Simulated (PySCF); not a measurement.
NMR data simulated for an unnamed compound:

¹H NMR (500 MHz, computed): δ 6.36 (m, 1H), 4.78 (m, 2H), 4.20 (m, 3H), 1.13 (m, 2H).

¹³C{¹H} NMR (computed): δ 185.0 (C), 119.4 (CH).

PySCF 2.14.0 with density-fitted response routines calculation with NMR shieldings at PBE0/pcSseg-1/GIAO and GFN2-xTB structure; gas phase, averaged over atoms made equivalent by symmetry, fast rotation or ring inversion, a single conformation, non-relativistic.

Referencing at the same level of theory: TMS for ¹H (σref 31.72), ¹³C (σref 186.93).

Q: Which of these does the molecule contain: a methoxy group, a C≡C triple bond, a Si–H bond, a non-aromatic C=C double bond, a CH3CH2 unit?

A: 
- A methoxy group: no.
- A C≡C triple bond: no.
- A Si–H bond: yes (δH 4.20 (m)).
- A non-aromatic C=C double bond: yes.
- A CH3CH2 unit: no.

The data belong to SMILES C(/F)([SiH3])=C\[SiH2]P, C2H8FPSi2; they needn't prove each group on their own.

Carbon signals by region: 1 in the far downfield region (above 160 ppm), 1 in the sp2 and nitrile region (100–160 ppm). Above 160 ppm: 185.0, fully substituted alkene carbon.

Splittings by ¹⁹F and ³¹P in the carbon and heteronuclear signals aren't shown, as no couplings were computed. Shifts are as computed. Against solution values, carbons near 30 ppm lie about +3 ppm off and those near 130 ppm about +5 ppm. Of 1211 compounds with measured shifts, 218 miss one by over three times the rms of a fit or turn the order of signals round; such compounds aren't used in these exercises. No couplings were computed; multiplicities are counted from neighbouring protons, with m where these are inequivalent, close in shift, in a saturated or five-membered ring or joined by F or P, and br s for small geminal =CH2 splittings.
